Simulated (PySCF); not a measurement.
The complex MnF3 (charge 0) contains Mn(III), shell d4. The structure is a model geometry with rigid ligands and bond lengths from ionic radii, not a minimum; coordination trigonal planar, point group D3h, metal–donor distances 1.76 Å.

Method (PySCF 2.14, density fitting): CASSCF(4,5) with orbitals averaged over all microstates of the shell, strongly contracted NEVPT2 on the averaged canonical orbitals; basis x2c-TZVPall on the metal, x2c-SVPall elsewhere; spin-free X2C; gas phase; spin-orbit coupling by state interaction with the mean-field operator over all roots.

CASSCF energies above the lowest CASSCF root:

```
state  CASSCF / cm⁻¹
  5E'              0
 5E''          13553
 5A1'          14602
 3E''          20844
 3A2'          21649
  3E'          22268
3A2''          22360
3A1''          22484
  3E'          23663
 3E''          26266
 3A2'          26767
  3E'          27510
3A2''          27906
 1A1'          28176
3A1''          28286
 1E''          29184
 3A1'          29537
 3E''          29954
  1E'          31747
 1A1'          33619
1A1''          33724
  1E'          36660
```

Question: How does dynamic correlation (SC-NEVPT2) move these states?

Answer: 
```
state  NEVPT2 / cm⁻¹  shift / cm⁻¹
  5E'              0             0
 5E''          15920         +2367
 5A1'          18385         +3783
 3E''          18103         -2741
 3A2'          18581         -3068
  3E'          21032         -1236
3A2''          20906         -1454
3A1''          20877         -1607
  3E'          22308         -1355
 3E''          22549         -3717
 3A2'          23902         -2866
  3E'          24798         -2712
3A2''          26270         -1636
 1A1'          25420         -2755
3A1''          26596         -1690
 1E''          26360         -2824
 3A1'          26499         -3038
 3E''          28229         -1725
  1E'          29216         -2531
 1A1'          28377         -5242
1A1''          31926         -1798
  1E'          31788         -4872
```

The ground state is orbitally degenerate in this regular structure, which would distort (Jahn–Teller). NEVPT2 lifts 5A1' from 14602 to 18385 cm⁻¹; on the d shell alone such lifts tend to overshoot. NEVPT2 on the d shell alone tends to put d–d bands too high for such charged or covalently bound ions. Gaps between spin states lean to high spin in this active space.
